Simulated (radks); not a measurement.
The numbers below are computed, except where a source is named.
Task: Ionisation of neutral argon, [Ar], to Ar+, [Ne] 3s2 3p5, under several functionals. Non-relativistic Kohn-Sham, spin-polarised, spherical densities, point nucleus; open shells are filled with parallel spins first; a radial shooting solver on a logarithmic mesh with Libxc functionals. The NIST Atomic Spectra Database gives 15.760 eV (measured). Rank these functionals by the error of their Delta-SCF ionisation energy: revPBE; TPSS; XLYP; AM05; HCTH/407; exchange-only r2SCAN; PW91; LDA (Slater exchange, Perdew-Wang correlation); Wu-Cohen GGA.

Result: From best to worst: AM05 15.753 eV (-0.006); revPBE 15.774 eV (+0.014); Wu-Cohen GGA 15.793 eV (+0.034); XLYP 15.714 eV (-0.046); PW91 15.876 eV (+0.116); TPSS 15.927 eV (+0.167); LDA (Slater exchange, Perdew-Wang correlation) 15.937 eV (+0.177); HCTH/407 16.082 eV (+0.322); exchange-only r2SCAN 15.257 eV (-0.503). Open shells are spherical and high-spin; term and fine-structure splittings are not resolved.
